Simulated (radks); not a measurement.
Trend from Zr4+ to Cd4+: ionisation energy by Delta-SCF between NIST ground configurations, and size. Calculated with a radial shooting solver on a logarithmic mesh with Libxc functionals: scalar-relativistic Kohn-Sham, LDA (Slater exchange, Perdew-Wang correlation), spin-polarised, spherical densities, point nucleus; open shells are filled with parallel spins first (spin-orbit coupling, left out, can overturn this in heavy ions).

Zr4+: configuration [Kr]; configuration of the ion [Ar] 3d10 4s2 4p5; IE (eV) 80.824; NIST (eV) 80.35; kind semi-emp.
Nb4+: configuration [Kr] 4d1; configuration of the ion [Kr]; IE (eV) 50.672; NIST (eV) 50.573; kind exp.
Mo4+: configuration [Kr] 4d2; configuration of the ion [Kr] 4d1; IE (eV) 54.244; NIST (eV) 54.42; kind semi-emp.
Tc4+: configuration [Kr] 4d3; configuration of the ion [Kr] 4d2; IE (eV) 57.683; NIST (eV) 57; kind theory
Ru4+: configuration [Kr] 4d4; configuration of the ion [Kr] 4d3; IE (eV) 61.029; NIST (eV) 59; kind theory
Rh4+: configuration [Kr] 4d5; configuration of the ion [Kr] 4d4; IE (eV) 64.305; NIST (eV) 63; kind theory
Pd4+: configuration [Kr] 4d6; configuration of the ion [Kr] 4d5; IE (eV) 63.504; NIST (eV) 61; kind theory
Ag4+: configuration [Kr] 4d7; configuration of the ion [Kr] 4d6; IE (eV) 67.013; NIST (eV) 65; kind theory
Cd4+: configuration [Kr] 4d8; configuration of the ion [Kr] 4d7; IE (eV) 70.420; NIST (eV) 68; kind theory

Reference values: NIST Atomic Spectra Database (exp. = measured, semi-emp. = semi-empirical, theory = theoretical value adopted there). Open shells are spherical and high-spin; term and fine-structure splittings are not resolved.
